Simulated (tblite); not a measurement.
Compound: C2H7GeNS.
Bonds: C1–C2, C2–S3 (double), C2–Ge4, Ge4–N5. Hydrogens: H6, H7, H8 on C1; H9, H10 on Ge4; H11, H12 on N5.

Computed with GFN2-xTB (tblite), gas phase: L-BFGS steps from a force-field or distance-geometry start until the largest atomic force falls under 0.01 eV/Å.

Step 47: E = -432.7151 eV
```
atom  x, y, z in Å  |  force x, y, z in eV/Å
C1     -1.6568    0.4698    0.3911   -0.009   0.003  -0.003
C2     -0.8758   -0.7847    0.2835   -0.008  -0.006   0.007
S3     -1.5227   -2.2323    0.6348   -0.017   0.000  -0.012
Ge4     1.0103   -0.7081   -0.2836    0.004   0.012   0.007
N5      1.6579    0.9025    0.2674    0.009  -0.003  -0.024
H6     -1.0970    1.1858    0.9960   -0.013  -0.001   0.007
H7     -1.7705    0.9069   -0.6037    0.005   0.012  -0.007
H8     -2.6415    0.3009    0.8221   -0.008  -0.004   0.007
H9      1.7775   -1.7748    0.4252    0.034   0.000   0.005
H10     1.1073   -0.9398   -1.7793    0.002  -0.016   0.007
H11     1.3524    1.7080   -0.2632    0.013   0.005   0.028
H12     2.6601    0.9651    0.3780   -0.012  -0.002  -0.022
```

Step 48: E = -432.7152 eV
```
atom  x, y, z in Å  |  force x, y, z in eV/Å
C1     -1.6550    0.4703    0.3909   -0.006   0.000  -0.005
C2     -0.8761   -0.7856    0.2833   -0.002  -0.010   0.006
S3     -1.5242   -2.2327    0.6346   -0.017   0.008  -0.013
Ge4     1.0108   -0.7091   -0.2832   -0.011  -0.002  -0.015
N5      1.6557    0.9016    0.2670    0.009  -0.002  -0.011
H6     -1.0940    1.1844    0.9968   -0.013   0.001   0.010
H7     -1.7664    0.9085   -0.6037    0.003   0.011  -0.007
H8     -2.6404    0.3035    0.8210   -0.010  -0.006   0.008
H9      1.7786   -1.7749    0.4259    0.036  -0.001   0.006
H10     1.1084   -0.9417   -1.7801    0.001  -0.014   0.024
H11     1.3459    1.7076   -0.2595    0.007   0.016   0.019
H12     2.6577    0.9674    0.3750    0.002  -0.002  -0.019
```

Step 49: E = -432.7154 eV
```
atom  x, y, z in Å  |  force x, y, z in eV/Å
C1     -1.6528    0.4711    0.3907   -0.003  -0.003  -0.004
C2     -0.8763   -0.7865    0.2830    0.002  -0.009   0.002
S3     -1.5265   -2.2328    0.6341   -0.016   0.012  -0.014
Ge4     1.0115   -0.7107   -0.2830   -0.023  -0.020  -0.027
N5      1.6531    0.9001    0.2665    0.008   0.002   0.001
H6     -1.0907    1.1827    0.9983   -0.013   0.002   0.012
H7     -1.7612    0.9112   -0.6034    0.001   0.007  -0.004
H8     -2.6391    0.3064    0.8197   -0.009  -0.007   0.004
H9      1.7806   -1.7754    0.4272    0.033   0.004   0.004
H10     1.1107   -0.9442   -1.7807   -0.001  -0.013   0.034
H11     1.3371    1.7069   -0.2544   -0.001   0.027   0.009
H12     2.6548    0.9705    0.3701    0.020  -0.003  -0.016
```

Step 50: E = -432.7156 eV
```
atom  x, y, z in Å  |  force x, y, z in eV/Å
C1     -1.6502    0.4722    0.3905    0.002  -0.004  -0.002
C2     -0.8763   -0.7874    0.2821    0.003  -0.003  -0.005
S3     -1.5295   -2.2323    0.6325   -0.017   0.012  -0.013
Ge4     1.0124   -0.7132   -0.2830   -0.030  -0.040  -0.028
N5      1.6501    0.8980    0.2656    0.007   0.007   0.016
H6     -1.0873    1.1804    1.0014   -0.012   0.003   0.014
H7     -1.7544    0.9160   -0.6026   -0.002   0.000   0.001
H8     -2.6378    0.3096    0.8178   -0.004  -0.008  -0.004
H9      1.7830   -1.7763    0.4300    0.025   0.015  -0.003
H10     1.1154   -0.9485   -1.7807   -0.004  -0.014   0.039
H11     1.3241    1.7062   -0.2460   -0.009   0.037  -0.002
H12     2.6517    0.9747    0.3606    0.041  -0.004  -0.012
```

**Question.** Estimate the geometry and energy of step 51. (The exact step hangs on the optimiser's Hessian estimate; all steps are aligned on step 50, rigid shifts and turns removed.)

**Answer.** E = -432.7161 eV, largest force 0.063 eV/Å
```
atom  x, y, z in Å  |  force x, y, z in eV/Å
C1     -1.6478    0.4737    0.3905    0.008  -0.002   0.002
C2     -0.8761   -0.7875    0.2804    0.001   0.004  -0.016
S3     -1.5327   -2.2312    0.6287   -0.019   0.006  -0.011
Ge4     1.0138   -0.7168   -0.2833   -0.031  -0.053  -0.013
N5      1.6478    0.8951    0.2640    0.006   0.014   0.028
H6     -1.0852    1.1772    1.0071   -0.011   0.005   0.016
H7     -1.7464    0.9239   -0.6006   -0.006  -0.011   0.008
H8     -2.6372    0.3124    0.8147    0.005  -0.010  -0.015
H9      1.7852   -1.7774    0.4359    0.012   0.031  -0.015
H10     1.1233   -0.9557   -1.7797   -0.009  -0.018   0.034
H11     1.3067    1.7060   -0.2330   -0.015   0.037  -0.010
H12     2.6497    0.9796    0.3434    0.059  -0.003  -0.009
```

The energy changes by -0.0004 eV. The first-order estimate −F·Δx gives -0.0005 eV and the mean of the old and new forces, exact on a quadratic surface, -0.0004 eV. The step makes an angle of 81° with the force vector and moves no atom by more than 0.022 Å.

The cost below is that of the whole relaxation. On an Arm Neoverse V2 with one thread, shared host with 96 logical CPUs at a one-minute load of 36, this took 0.6 s wall.
